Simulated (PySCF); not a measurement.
# H₂Se at several levels of theory

All levels use the PBE0 minimum (singlet; Se–H 1.467 Å (×2); H–Se–H 91.2°), basis [Se def2-TZVP, H def2-TZVP], no relativity, density fitting, no spin–orbit coupling, PySCF. For vertical energies the ionised species is a doublet (spins chosen at PBE0 and kept). Atomisation goes to high-spin ground-configuration atoms, without zero-point energy. Open shells are unrestricted, also as the reference of the correlated levels. A dash marks a value that was not computed or is not defined at that level.

| level | atomisation (kJ/mol) | vertical IP (eV) | −ε(HOMO) (eV) | gap (eV) | dipole (D) |
| --- | --- | --- | --- | --- | --- |
| PBE0 | 669 | 9.78 | 7.10 | 7.20 | 0.79 |
| CCSD(T) | ? | ? | – | – | – |
| HF | 463 | 8.73 | 9.77 | 13.13 | 0.82 |
| PBE | 679 | 9.77 | 5.91 | 5.08 | 0.74 |
| r2SCAN | 682 | 9.79 | 6.19 | 5.65 | 0.81 |
| B3LYP | ? | ? | ? | ? | ? |
| TPSSh | 695 | 9.79 | 6.49 | 6.14 | 0.75 |
| MP2 | 636 | 9.73 | – | – | – |
| r2SCAN0 | 671 | 9.77 | 7.29 | 7.56 | 0.82 |
| B97-3 | 670 | 9.76 | 7.13 | 7.37 | 0.76 |

(1) Fill in the row of CCSD(T).

(2) Fill in the row of B3LYP.

Answers

(1) atomisation (kJ/mol) 653, vertical IP (eV) 9.72.

(2) atomisation (kJ/mol) 681, vertical IP (eV) 9.86, −ε(HOMO) (eV) 6.86, gap (eV) 6.66, dipole (D) 0.72.

For H₂Se itself CCSD(T) correlates 18 electrons; T1 = 0.008, D1 = 0.022, (T) = -24 kJ/mol.
